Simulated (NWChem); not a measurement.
Species: CH$_{4}$MgO; SMILES C[O][MgH]

```xyz
7

Mg     0.0000     0.0000    -1.4050
H      0.0000     0.0000    -3.1034
O      0.0000     0.0000     0.3656
C      0.0000     0.0000     1.7503
H      0.6248    -0.8114     2.1601
H      0.3903     0.9468     2.1601
H     -1.0151    -0.1354     2.1601
```
Atoms are numbered in this order, from 1.

Results from NWChem. STO-3G and 3-21G are far too small for this property and stand as cheap habits. Structure relaxed at the B3LYP/6-31G* (spherical d) level. GIAO values for the isolated, static molecule; σ is the absolute isotropic shielding, δ = σ(reference) − σ with the isolated reference molecule computed at the same levels (13C: tetramethylsilane, 1H: tetramethylsilane, 17O: water).

For level KT2/pcSseg-1:

```
Item        Result
----------  ------
δ H2 (ppm)    4.59
δ O3 (ppm)   -16.8
δ C4 (ppm)    58.9
δ H5 (ppm)    4.20
```

Problem. How do the values read with level Hartree-Fock/STO-3G instead?

Solution. 
| Quantity | Value |
|---|---|
| δ H2 (ppm) | 0.95 |
| δ O3 (ppm) | -105.5 |
| δ C4 (ppm) | 44.9 |
| δ H5 (ppm) | 0.92 |
